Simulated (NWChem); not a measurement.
System: AgCl, triplet; SMILES of the neutral closed-shell parent [Cl][Ag]

All runs: NWChem. Spin-unrestricted. This spin state was assumed; another may lie lower. No stability test was run on the SCF state. def2 effective core potentials on Ag; no spin-orbit coupling. The level has its own optimisation; frequencies are unscaled.

Estimate the computed values for CAM-B3LYP/def2-SVP. Quantities: r Ag–Cl (Å); highest harmonic frequency (cm⁻¹); zero-point energy (kcal/mol).


```yaml
r Ag–Cl (Å): 2.687
highest harmonic frequency (cm⁻¹): 71
zero-point energy (kcal/mol): 0.1
```
